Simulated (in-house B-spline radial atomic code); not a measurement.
Configurations of Zr2+, with energies counted from [Kr] 4d2. All numbers are computed (Dirac-Hartree-Fock, average of configuration; Fermi nucleus of rms radius 4.2694 fm) with an all-electron radial atomic-structure program (B-spline basis), not measured. Energies include first-order Breit, QED and recoil terms.

Occupations are held fixed; configurations that lie above the ionisation limit could autoionise.

```json
{"configuration": "[Kr] 4d1 6s1", "E - E(ref) (eV)": "11.669", "highest orbital": "6s1/2", "its <r> (bohr)": "6.308"}
{"configuration": "[Kr] 4d1 7s1", "E - E(ref) (eV)": "15.58", "highest orbital": "7s1/2", "its <r> (bohr)": "10.37"}
{"configuration": "[Kr] 4d1 8s1", "E - E(ref) (eV)": "17.543", "highest orbital": "8s1/2", "its <r> (bohr)": "15.43"}
{"configuration": "[Ar] 3d10 4s2 4p5 4d2 5f1", "E - E(ref) (eV)": "48.439", "highest orbital": "5f5/2", "its <r> (bohr)": "9.919"}
{"configuration": "[Ar] 3d10 4s2 4p5 4d2 6f1", "E - E(ref) (eV)": "49.992", "highest orbital": "6f5/2", "its <r> (bohr)": "15.27"}
{"configuration": "[Ar] 3d10 4s2 4p5 4d2 7g1", "E - E(ref) (eV)": "51.007", "highest orbital": "7g7/2", "its <r> (bohr)": "21.13"}
{"configuration": "[Ar] 3d10 4s2 4p5 4d2 8g1", "E - E(ref) (eV)": "51.593", "highest orbital": "8g7/2", "its <r> (bohr)": "28.62"}
```

(1) Order these further configurations by energy, lowest first.
A. [Ar] 3d10 4s2 4p5 4d2 4f1
B. [Ar] 3d10 4s2 4p5 4d2 7s1
C. [Kr] 4d1 7f1
D. [Kr] 4d1 7p1
E. [Ar] 3d10 4s2 4p5 4d2 6s1

(2) How far above the reference does [Ar] 3d10 4s2 4p5 4d2 5s1 lie?

(3) How far above the reference does [Ar] 3d10 4s2 4p5 4d3 lie?

Results:

(1) D (16.373 eV), C (18.966 eV), E (43.56 eV), A (45.624 eV), B (47.522 eV).

(2) 33.285 eV; its least bound orbital is 5s1/2 with <r> = 3.155 bohr.

(3) 31.18 eV; its least bound orbital is 4d5/2 with <r> = 1.956 bohr.
